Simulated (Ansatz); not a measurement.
`[BH2][GaH][SiH2]C` + H₂ → `[BH2][GaH2]` + `C[SiH3]`  (hydrogenolysis of a Ga–Si bond)

Program: Ansatz. Geometries: PBE0-D4/def2-TZVP. ΔE: electronic, gas phase. CCSD(T)/CBS adds triple-zeta CCSD(T) − MP2 to the extrapolated MP2 energy (def2 sets, frozen cores). This one scheme is used for every species. DFT in def2-TZVPP. B3LYP here is the variant with VWN-RPA as its local correlation; programs differ in this. For Ga outer-core shells are correlated without core-valence functions, which leaves a few kJ/mol of doubt a bond. Scalar relativity is left out up to krypton. One conformer a species, not always the lowest.

| level | ΔE (kcal/mol) |
| --- | --- |
| PBE-D4 | 2.8 |
| PBE0-D4 | 1.0 |
| ωB97X-V | -2.0 |
| B3LYP | -2.8 |
| r2SCAN0 | -0.9 |
| CCSD(T)/def2-SVP | -3.6 |
| HF/def2-TZVPP | -8.9 |
| HF/def2-QZVPP | -9.2 |

(1) What does CCSD(T)/CBS give? (Best estimate.)

Largest T1 diagnostic among the species: 0.014.

## Answers

(1) The calculation gave: 0.0 kcal/mol. The listed levels differ from it by 2.8, 1.0, -2.0, -2.8, -0.9, -3.6, -8.9, -9.2 kcal/mol.

From PBE to PBE0 (25 % exact exchange), in def2-TZVPP and without D4, ΔE moves by −1.7 kcal/mol. Leaving LDA and LC-ωPBE aside and taking each functional with its dispersion term where it has one, the values, not all of them listed here, spread over 5.7 kcal/mol, from CAM-B3LYP-D4 to revPBE-D4.
